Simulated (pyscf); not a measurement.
Structures and frequencies: ωB97X-D3(BJ)/def2-SVP in PySCF.

SMILES: [SiH3][SiH2]O[Si](Cl)(Cl)Cl
```xyz
12

Si    -0.8365     0.2408    -1.4385
Si     0.6425     1.4970    -0.1325
O      1.2437     0.5530     1.1343
Si     0.6532    -0.6205     2.0831
Cl     1.9697    -1.0413     3.5655
Cl     0.3208    -2.2984     0.9693
Cl    -1.1279    -0.0333     2.8837
H     -1.9427    -0.2726    -0.5816
H     -0.1317    -0.8946    -2.0966
H     -1.4013     1.1442    -2.4854
H      1.8160     1.9607    -0.9188
H     -0.0531     2.6776     0.4526
```

Question: How much does it cost (ΔH, 298 K, ωB97M-D3(BJ)/def2-TZVP) to split H₃Si–SiH₂–O–Si(Cl)(Cl)–Cl at its O–Si bond into •H₂Si–SiH₃ + •O–Si(Cl)(Cl)–Cl?

Answer: O–Si to •H₂Si–SiH₃ + •O–Si(Cl)(Cl)–Cl: 127.7 kcal/mol. The 7 functionals that were run give +116.3 (PBE) to +129.4 kcal/mol (ωB97X-D3(BJ)/def2-TZVP). Other isomers of •H₂Si–SiH₃, •O–Si(Cl)(Cl)–Cl were not searched in full and may lie lower.
